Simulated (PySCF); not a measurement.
A structure optimised at ωB97X-D3(BJ)/def2-SVP, used in a PySCF frequency run:

```xyz
16

C      0.3380     3.2548     0.0000
Si    -0.5736     1.6017     0.0000
Si     0.9145    -0.1928     0.0000
C     -0.2310    -1.7607     0.0000
C      0.3596    -3.1533     0.0000
O     -1.4320    -1.5745     0.0000
H      0.9777     3.3515     0.8916
H      0.9777     3.3515    -0.8916
H     -0.3747     4.0947     0.0000
H     -1.4332     1.4869     1.2145
H     -1.4332     1.4869    -1.2145
H      1.8049    -0.2354    -1.2026
H      1.8049    -0.2354     1.2026
H      1.0021    -3.2853    -0.8864
H     -0.4438    -3.9044     0.0000
H      1.0021    -3.2853     0.8864
```

**Question.** Write its SMILES, formula and point group.

**Answer.** C[SiH2][SiH2]C(C)=O, C₃H₁₀OSi₂, Cs

**Question.** What are its rotational constants (standard atomic weights)?

**Answer.** 5.4344, 1.0378, 0.89954 GHz
